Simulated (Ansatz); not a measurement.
Start from `CC[BH][AlH2]` and change one atom or group to get `CCBCN`.

Ansatz, PBE0-D4/def2-TZVP geometries, multiplicity 1. Each molecule was computed in one conformer, which needn't be the lowest.

```json
{"property": "HOMO energy (PBE/def2-TZVPP) / eV", "`CC[BH][AlH2]`": "-5.87"}
{"property": "HOMO energy (PBE0/def2-TZVPP) / eV", "`CC[BH][AlH2]`": "-7.01"}
{"property": "HOMO energy (B3LYP/def2-TZVPP) / eV", "`CC[BH][AlH2]`": "-6.83"}
{"property": "HOMO–LUMO gap (PBE0/def2-TZVPP) / eV", "`CC[BH][AlH2]`": "5.25"}
{"property": "LUMO energy (PBE0/def2-TZVPP) / eV", "`CC[BH][AlH2]`": "-1.75"}
{"property": "HOMO–LUMO gap (B3LYP/def2-TZVPP) / eV", "`CC[BH][AlH2]`": "4.90"}
```

Task: Give the same properties after the change, and the shifts. (An estimate is asked.)

Result: Computed: 
```csv
property,`CCBCN`,shift
HOMO energy (PBE/def2-TZVPP) / eV,-5.21,0.66
HOMO energy (PBE0/def2-TZVPP) / eV,-6.69,0.32
HOMO energy (B3LYP/def2-TZVPP) / eV,-6.46,0.37
HOMO–LUMO gap (PBE0/def2-TZVPP) / eV,6.06,0.81
LUMO energy (PBE0/def2-TZVPP) / eV,-0.64,1.11
HOMO–LUMO gap (B3LYP/def2-TZVPP) / eV,5.58,0.68
```

With PBE0 the HOMO rises by 0.32 eV and the LUMO rises by 1.11 eV, so the gap widens by about 0.79 eV. PBE moves the HOMO by 0.66 eV and ωB97M-V by 0.02 eV.

B3LYP here is the variant with VWN-RPA as its local correlation; programs differ in this.
